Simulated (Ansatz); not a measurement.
Compare A (`[SiH3]C([SiH3])=[Se]`) with its isomer B (`[SiH3][SiH]1C[Se]1`).

Calculated with Ansatz (gas phase, PBE0-D4/def2-TZVP geometries, no zero-point term in ΔE). CBS: MP2 limit from def2 TZ/QZ plus the TZ coupled-cluster correction, frozen cores. Functionals use def2-TZVPP. B3LYP here is the variant with VWN-RPA as its local correlation; programs differ in this. For Se outer-core shells are correlated without core-valence functions, which leaves a few kJ/mol of doubt a bond. Scalar relativity is left out up to krypton.

(1) Which isomer does CCSD(T)/CBS put lower? Give the gap. (An estimate is asked.)

(2) Give E(B) − E(A) in kJ/mol with CCSD/def2-TZVPP, HF/def2-TZVPP, B3LYP, PBE-D4, r2SCAN-D4, CCSD(T)/def2-TZVPP, MP2/def2-TZVPP. (An estimate is asked.)

Largest T1 diagnostic: 0.014.

## Answers

(1) The calculation gave: B, by 110.8 kJ/mol.

(2) Ansatz gave: CCSD/def2-TZVPP -109.6, HF/def2-TZVPP -101.5, B3LYP -109.5, PBE-D4 -132.4, r2SCAN-D4 -131.0, CCSD(T)/def2-TZVPP -107.1, MP2/def2-TZVPP -112.4. None reverses the order clearly.

From PBE to PBE0 (25 % exact exchange), in def2-TZVPP and without D4, E(B) − E(A) moves by −7.7 kJ/mol. In def2-TZVPP, CCSD(T) changes the Hartree–Fock value by −5.6 kJ/mol (the triples alone add +2.5 kJ/mol) and MP2 by −10.9 kJ/mol.
